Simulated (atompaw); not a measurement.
**Before and after: PAW (atompaw) potential for tantalum**

atompaw 4.2.0.5 input, output lines left out:

```
Ta 73
GGA-PBE scalarrelativistic loggrid 2001 logderivrange -2 5 176
6 6 5 4 0 0
6 1 0
5 2 3
0 0 0
c
c
c
c
c
v
c
c
c
c
v
c
c
v
c
3
3.00 2.30 2.70 1.80
y
4.25
n
y
3.25
n
y
0.2
n
y
-0.2
n
custom polynom2 7 10 vanderbiltortho besselshape
4 0 troulliermartins
3.00
3.00
3.00
3.00
2.70
2.70
3.00
```

All-electron outer shells of the reference configuration (PBE, scalar-relativistic, ld1.x):

```tsv
shell	level (eV)	outermost node (bohr)	outermost maximum (bohr)
5p	-39.40	0.58	1.13
4f	-24.70	–	0.44
6s	-5.44	1.32	2.78
5d	-3.59	0.65	1.58
6p	-1.39	1.60	3.89
```

Change: core [Kr] 4d10 4f14, valence charge 13; reference 5s2 5p6 5d3 6s0.5 6p0; waves now 5s (bound): rc 1.55 bohr; 6s (bound): rc 1.55 bohr; 5p (bound): rc 1.40 bohr; 6p (bound): rc 2.30 bohr; 5d (bound): rc 2.30 bohr; 5d channel at -0.4 Ry: rc 2.20 bohr; 5f channel at 0.3 Ry: rc 2.30 bohr; local potential troulliermartins scheme with l = 4 at 0 Ry, radius 1.60 bohr; core correction smooth core density matched at 2.20 bohr; augmentation besselshape compensation charge, radius 1.70 bohr; PAW radius 2.30 bohr; waves and projectors: custom polynom2 7 10 vanderbiltortho.

Cutoffs: the cutoffs (Ry, on a coarse ladder) from which the occupation-weighted sum of valence levels, in a spherical-Bessel basis at the reference potential, stays within 10 and 1 mRy of its value at 400 Ry; they do not see the model core or the augmentation charge, which bear on the density cutoff.

Problem. What does the change do?

Solution. The potential gets harder (25 Ry and 45 Ry → 25 Ry and 100 Ry); the bound ghost in f disappears. The added semicore shells are compact, so their waves need more plane waves. Several settings change at once here, so the effects cannot be laid on one of them.

| quantity | base | changed |
| --- | --- | --- |
| cutoff, loose | 25 Ry | 25 Ry |
| cutoff, tight | 45 Ry | 100 Ry |
| bound ghosts | f | none |
| lowest overlap eigenvalue by channel | s 0.68, p 0.97, d 0.92, f 1.00 | s 0.19, p 0.53, d 0.51, f 1.00 |

 A true bound ghost makes a file unfit for plane-wave use even where its test errors are small: the radial tests pick states by their node count and pass the ghost by. The cutoffs see the waves, projectors and local potential, not the compensation charge or the core.
